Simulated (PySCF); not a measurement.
formate (CHO₂), SMILES O=C[O-], charge -1. Heavy atoms are numbered as in [O:1]=[CH:2][O-:3]. Hydrogens are named by the atom that carries them.

The structure is a stationary point at r2SCAN-D4/def2-TZVPD.

These are KT2/pcSseg-2 run with PySCF values and carry that method's errors.

GIAO shieldings, no solvent; atoms alike by connectivity are averaged. δ = σ(ref) − σ: ¹⁷O against H2O (σ = 324.0 ppm); ¹³C against TMS (σ = 184.2 ppm); ¹H against TMS (σ = 31.47 ppm), references at their B3LYP-D3(BJ)/def2-TZVP geometries, non-relativistic.

Q: Estimate the chemical shifts. (Estimate from the structure and the level; the computed values follow.)

A: 
```csv
nucleus,atoms,count,δ (ppm)
¹⁷O,O1,2,356.8
¹³C,C2 (CH),1,160.6
¹H,H on C2,1,10.18
```
